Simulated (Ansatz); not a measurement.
Reaction (cleavage of the B–Al bond): `[BH2][AlH][OH]` + `Cl[SiH2][SeH]` → `B[Se][SiH2]Cl` + `[OH][AlH2]`

Program: Ansatz. Geometries: PBE0-D4/def2-TZVP. ΔE: electronic, gas phase. CBS: MP2 limit from def2 TZ/QZ plus the TZ coupled-cluster correction, frozen cores. This one scheme is used for every species. Functionals use def2-TZVPP. B3LYP here is the variant with VWN-RPA as its local correlation; programs differ in this. For Se outer-core shells are correlated without core-valence functions, which leaves a few kJ/mol of doubt a bond. Scalar relativity is left out up to krypton. One conformer a species, not always the lowest.

`[BH2][AlH][OH]`:

```xyz
7

B    -0.540    0.255    1.411
Al    0.276   -0.434   -0.421
O     0.328    0.691   -1.698
H    -1.706    0.162    1.678
H     0.130    0.750    2.274
H     0.834   -1.906   -0.680
H     0.677    0.481   -2.563
```

`Cl[SiH2][SeH]`:

```xyz
6

Cl    0.424   -2.122    0.914
Si   -0.286   -0.413    0.036
Se    1.398    1.105    0.169
H    -0.639   -0.718   -1.369
H    -1.487    0.031    0.779
H     0.589    2.117   -0.528
```

`B[Se][SiH2]Cl`:

Z-matrix (Å, degrees):
```
Si
Se 1 2.280
Cl 1 2.050 2 111.3
H 1 1.479 2 107.9 3 118.1
H 1 1.478 2 109.6 3 -119.5
B 2 1.913 1 97.3 3 83.9
H 6 1.191 2 116.3 1 -179.5
H 6 1.191 2 120.9 1 0.9
```

`[OH][AlH2]`:

Cartesian coordinates in Å:
```
O -1.093 -0.529 -0.082
Al 0.382 0.306 -0.149
H -1.323 -1.135 0.620
H 1.456 0.094 0.997
H 0.578 1.264 -1.386
```

```json
{"level": "PBE-D4", "ΔE (kJ/mol)": "-125.6", "difference from CCSD(T)/CBS": "-1.0"}
{"level": "B3LYP-D4", "ΔE (kJ/mol)": "-123.4", "difference from CCSD(T)/CBS": "1.2"}
{"level": "ωB97M-V", "ΔE (kJ/mol)": "-123.5", "difference from CCSD(T)/CBS": "1.1"}
{"level": "B2PLYP", "ΔE (kJ/mol)": "-124.7", "difference from CCSD(T)/CBS": "-0.1"}
{"level": "PBE0", "ΔE (kJ/mol)": "-120.0", "difference from CCSD(T)/CBS": "4.6"}
{"level": "SCS-MP2/def2-TZVPP", "ΔE (kJ/mol)": "-128.0", "difference from CCSD(T)/CBS": "-3.4"}
{"level": "CCSD/def2-TZVPP", "ΔE (kJ/mol)": "-119.6", "difference from CCSD(T)/CBS": "5.0"}
{"level": "SCS-MP2/def2-QZVPP", "ΔE (kJ/mol)": "-127.8", "difference from CCSD(T)/CBS": "-3.2"}
{"level": "HF/CBS(def2)", "ΔE (kJ/mol)": "-109.3", "difference from CCSD(T)/CBS": "15.3"}
{"level": "MP2/CBS(def2)", "ΔE (kJ/mol)": "-135.6", "difference from CCSD(T)/CBS": "-11.0"}
{"level": "CCSD(T)/CBS", "ΔE (kJ/mol)": "-124.6", "difference from CCSD(T)/CBS": "0"}
```

Largest T1 diagnostic among the species: 0.012.

The D4 term adds −4.8 kJ/mol with B3LYP and −2.6 kJ/mol with PBE0; it sums over pairs of atoms, weighted by their polarisabilities, and B3LYP, whose exchange is more repulsive, gets the larger term. In def2-TZVPP, CCSD(T) changes the Hartree–Fock value by −14.3 kJ/mol (the triples alone add −4.7 kJ/mol) and MP2 by −25.3 kJ/mol.
